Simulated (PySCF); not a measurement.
Vertical excitations of a molecule C2H5FO2Si from PySCF with TDA-PBE/def2-SVPD, as energy in eV (oscillator strength): 6.10 (0.003), 6.34 (0.010), 6.52 (0.011), 6.60 (0.006), 7.14 (0.085), 7.25 (0.049), 7.27 (0.007), 7.32 (0.004), 7.43 (0.008), 7.59 (0.018). Lowest triplet (TDA): 4.36 eV. Geometry: B3LYP-D3(BJ)/def2-SVP. The values are those of a single conformer.

Q: Which molecule gave these data?
A. O[Si@@]1(F)CCO1
B. CC(=O)[Si@H](O)F
C. C=CO[Si@H](O)F
D. C=C[Si](O)(O)F

A: D, C=C[Si](O)(O)F
